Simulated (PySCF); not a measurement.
System: sum formula HSiOF2, net charge 1, singlet state. It need not be the lowest isomer of its formula. SMILES: [OH+]=[Si](F)F
Geometry: optimised at B3LYP-D3(BJ)/def2-TZVP (Ansatz).

Dispersion corrections to the total energy (kcal/mol) from the dftd3 and dftd4 libraries through PySCF: D3(BJ) without and D4 with the three-body term, each with the damping fitted for the functional named.

```tsv
functional	D3(BJ)	D4
PBE0	-1.32	-1.24
LC-wPBE	-1.45	-1.68
B3LYP	-2.80	___
PW6B95	-0.79	___
TPSSh	-1.77	-1.83
TPSS	-1.94	-2.04
revPBE	___	-4.92
```

Task: Fill in the missing entries.

Result: 
- B3LYP, D4: -2.46
- PW6B95, D4: -1.44
- revPBE, D3(BJ): -3.93
